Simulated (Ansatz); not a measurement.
Basis-set series for `[F][InH][CH2]I`. The species carries charge 0 and has multiplicity 1. In, I: def2 effective core potential. The structure was optimised at the PBE0-D4/def2-TZVP level. It is one conformer, not always the lowest.

| functional | basis | functions | energy (Eh) | HOMO (eV) | LUMO (eV) |
| --- | --- | --- | --- | --- | --- |
| PBE0-D4 | def2-SVP | 95 | -627.35196 | -7.34 | -1.66 |
| PBE0-D4 | def2-QZVPP | 368 | -627.55876 | -7.41 | -1.83 |
| ωB97M-V | def2-SVP | 95 | -627.35526 | -9.41 | 0.06 |
| ωB97M-V | def2-QZVPP | 368 | -627.56838 | -9.50 | -0.29 |

Q: Give the rows for def2-TZVPP. (Estimate.)

A: Computed: 
```tsv
functional	basis	functions	energy (Eh)	HOMO (eV)	LUMO (eV)
PBE0-D4	def2-TZVPP	204	-627.54714	-7.40	-1.80
ωB97M-V	def2-TZVPP	204	-627.55702	-9.49	-0.19
```
